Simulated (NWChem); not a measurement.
System: GeHI, singlet; SMILES [GeH][I]

```xyz
3

Ge     0.0326    -1.5707     0.0000
H     -1.5633    -1.6655     0.0000
I      0.0098     0.9798     0.0000
```
Atoms are numbered in this order, from 1.

Low-valent species are run as closed-shell singlets; no triplet was tried in these runs. All runs use the structure optimised with PBE0/def2-SVP. Not confirmed as a minimum by frequencies. def2 effective core potentials on I; no spin-orbit coupling.

Symmetry labels are those of Cs in the frame above (b1 and b2, or b-type labels, depend on it).

Q: List the 4 lowest vertical singlet excitations from PBE0/def2-SVPD with def2 effective core potentials on I, TDA (NWChem).

A: 
```tsv
state	energy (eV)	oscillator strength	symmetry	leading excitation (squared amplitude)
S1	2.43	0.006	a"	HOMO → LUMO (0.99)
S2	3.65	0.008	a"	HOMO−2 → LUMO (0.99)
S3	4.09	0.035	a'	HOMO−1 → LUMO (0.85)
S4	4.63	0.000	a"	HOMO−3 → LUMO (0.99)
```
